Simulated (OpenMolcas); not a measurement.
**Levels of N³⁺ by method**

- Program: OpenMolcas 26.06
- Basis: ANO-R3 [4s4p2d1f]
- Scalar Hamiltonian: X2C, finite nucleus
- Active space: 2 electrons in 4 orbitals (2s 2p)
- State averaging: 2S+1 = 3 even, 3 roots; 2S+1 = 1 even, 7 roots; 2S+1 = 3 odd, 3 roots; 2S+1 = 1 odd, 3 roots
- Spin-orbit coupling: state interaction with AMFI integrals over the reference wave functions, term energies averaged over their components

Methods on the same reference wave functions:
A. CASSCF
B. SS-CASPT2, IPEA 0.25 Eh, imaginary shift 0.1 Eh (closed shells correlated: 1s)
C. MS-CASPT2, IPEA 0.25 Eh, imaginary shift 0.1 Eh (closed shells correlated: 1s)

Energies in cm-1 above 2s2 1S0, the measured ground level; measured values from Moore, Selected Tables of Atomic Spectra, NSRDS-NBS 3, section 4.

```
      Level       A       B       C  Measured
    2s2 1S0     0.0     0.0     0.0       0.0
2s 2p 3P* 0   67997   67515   67535     67209
2s 2p 3P* 1   68065   67583   67603     67272
2s 2p 3P* 2   68201   67719   67740     67416
2s 2p 1P* 1  142306  133059  133079    130694
    2p2 3P0  177787  176262  176282    175535
    2p2 3P1  177855  176330  176350    175608
    2p2 3P2  177989  176464  176484    175733
    2p2 1D2  199611  190839  190859    188882
    2p2 1S0  249578  237609  237650    235369
```

Deviations, from unrounded energies. A percentage is the sum of absolute deviations over the sum of measured energies, with the sign that they share, or ± where signs differ.

| Against measurement | Levels | A | B | C |
| --- | --- | --- | --- | --- |
| mean absolute deviation (cm-1) | 9 | 5100 | 1100 | 1100 |
| other configurations (%) | 9 | +3.6 | +0.8 | +0.8 |

B, C lie about equally close to measurement and A furthest from it. The largest miss of B in the table is 2s 2p 1P* 1, by +2400 cm-1. The ranking rests on the paired levels alone, and a cruder setting can come out closer through cancelling errors.

Between B and C the level of the table that moves most is 2p2 1S0, by 41 cm-1 (lowest in B, highest in C).

The lowest spin-free term lies below A's lowest term by 0.013 hartree in B, 0.013 hartree in C.

Computed and measured levels are paired by configuration, term and J; levels that our copy of the source lacks, or whose pairing is in doubt (as where it misses far off the trend of its configuration), stay unpaired and out of the deviations. Levels of configurations outside the active space are missing.

* marks odd parity.
